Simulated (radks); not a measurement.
Values are calculated unless marked as measured or tabulated.
Question: Species: the vanadium ion V3+. Configuration: [Ar] 3d0.5 4p1.5 (fractional occupations, a model configuration). Level of theory: non-relativistic Kohn-Sham, PBE, spin-polarised, spherical densities, point nucleus; open shells are filled with parallel spins first (a radial shooting solver on a logarithmic mesh with Libxc functionals). Some entries of the table are withheld. Estimate them.

orbital,occ.,eigenvalue (eV),<r^2> (bohr^2),<r> (bohr)
1s up,1,-5374.912,0.006033,0.06706
1s down,1,-5374.822,0.006033,0.06706
2s up,1,-646.9074,0.1142,0.3110
2s down,1,-646.5718,0.1141,0.3109
2p up,3,-553.5359,0.09322,(1)
2p down,3,-553.2289,0.09313,(2)
3s up,1,(3),0.9792,0.9241
3s down,1,(4),0.9787,0.9240
3p up,3,-90.1448,1.084,0.9642
3p down,3,-89.2078,1.082,0.9636
3d up,0.5,(5),1.390,1.067
3d down,0,(6),1.370,1.060
4p up,1.5,-26.7403,7.837,2.639

Answer: 
(1) 2p up <r> (bohr): 0.2752
(2) 2p down <r> (bohr): 0.2751
(3) 3s up eigenvalue (eV): -116.1275
(4) 3s down eigenvalue (eV): -115.2027
(5) 3d up eigenvalue (eV): -49.2771
(6) 3d down eigenvalue (eV): -48.2752
